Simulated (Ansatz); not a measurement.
Basis sets compared for Al2S2 (the lowest singlet isomer of a short search). Charge 0, multiplicity 1. Geometry PBE0-D4/def2-TZVP. Ansatz on 2 threads of Arm Neoverse V2 on a shared host; times are rough, and most runs start from earlier orbitals.

```xyz
4

Al    0.927    2.109    0.818
Al   -0.324   -0.775   -0.295
S     1.545   -0.060    0.436
S    -2.147   -1.275   -0.959
```

The structure comes from a short search, and lower isomers may exist.

Binding counts from free atoms (Al doublet, S triplet) in the same basis, without a counterpoise term.

```tsv
level	functions	energy (Eh)	HOMO (eV)	LUMO (eV)	binding per atom (eV)	wall time
HF/STO-3G	36	-1264.3903	-3.77	7.86	2.81	0.1 s
HF/6-31G	52	-1278.8511	-9.34	-0.31	1.36	0.25 s
HF/def2-TZVP	148	-1279.0407	-9.20	-0.01	1.96	1.1 s
PBE-D4/def2-SVP	72	-1280.3327	-5.79	-3.31	3.05	0.75 s
PBE-D4/def2-TZVP	148	-1280.7807	-5.85	-3.36	3.05	1.4 s
r2SCAN-D4/def2-TZVP	148	-1281.2723	-6.10	-3.29	3.02	3.3 s
PBE0-D4/def2-SVP	72	-1280.4381	-6.86	-2.67	2.95	0.9 s
PBE0-D4/def2-TZVP (with forces)	148	-1280.8814	-6.91	-2.71	2.97	2.6 s
```

Question: Estimate the rows for PBE-D4/def2-TZVPD, r2SCAN-D4/def2-TZVPD, PBE0-D4/def2-TZVPD.

Answer: 
```
               level  functions  energy (Eh)  HOMO (eV)  LUMO (eV)  binding per atom (eV)  wall time
   PBE-D4/def2-TZVPD        178   -1280.7820      -5.89      -3.40                   3.05      2.4 s
r2SCAN-D4/def2-TZVPD        178   -1281.2733      -6.12      -3.31                   3.02      4.7 s
  PBE0-D4/def2-TZVPD        178   -1280.8824      -6.93      -2.73                   2.97      3.2 s
```
